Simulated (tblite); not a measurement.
Isomers of C3H15NOSi3. All values are computed: GFN2-xTB (tblite) harmonic vibrations without scaling, gas phase. The method is semi-empirical: single wavenumbers can be off by several per cent or more. Modes of hydrogen on silicon can be 10 to 20 % off. One conformer each.

Electronic energies: GFN2-xTB at the same geometries; isomer energies are rough at this level and their order can be wrong.

```
                        SMILES  electronic energy, lowest = 0 (kJ/mol)
OCC[C@@H]([SiH3])[SiH2]N[SiH3]                                     0.0
    COC[Si@@H](N)C[SiH2][SiH3]                                   160.3
   C[SiH2][Si@@](C)(O)C[SiH2]N                                     2.6
```

How do GFN2-xTB zero-point energies change the relative energies?

```json
{"SMILES": "OCC[C@@H]([SiH3])[SiH2]N[SiH3]", "ZPE (kJ/mol)": "436.8", "of it from modes above 1550 cm⁻¹": "236.3", "electronic (kJ/mol)": "0.0", "with ZPE, lowest = 0 (kJ/mol)": "0.0", "lowest mode (cm⁻¹)": "21", "rings": "0"}
{"SMILES": "C[SiH2][Si@@](C)(O)C[SiH2]N", "ZPE (kJ/mol)": "452.9", "of it from modes above 1550 cm⁻¹": "259.7", "electronic (kJ/mol)": "2.6", "with ZPE, lowest = 0 (kJ/mol)": "18.7", "lowest mode (cm⁻¹)": "21", "rings": "0"}
{"SMILES": "COC[Si@@H](N)C[SiH2][SiH3]", "ZPE (kJ/mol)": "442.8", "of it from modes above 1550 cm⁻¹": "243.1", "electronic (kJ/mol)": "160.3", "with ZPE, lowest = 0 (kJ/mol)": "166.3", "lowest mode (cm⁻¹)": "17", "rings": "0"}
```

The zero-point energies span 16.1 kJ/mol, from `OCC[C@@H]([SiH3])[SiH2]N[SiH3]` to `C[SiH2][Si@@](C)(O)C[SiH2]N`. The order is unchanged.
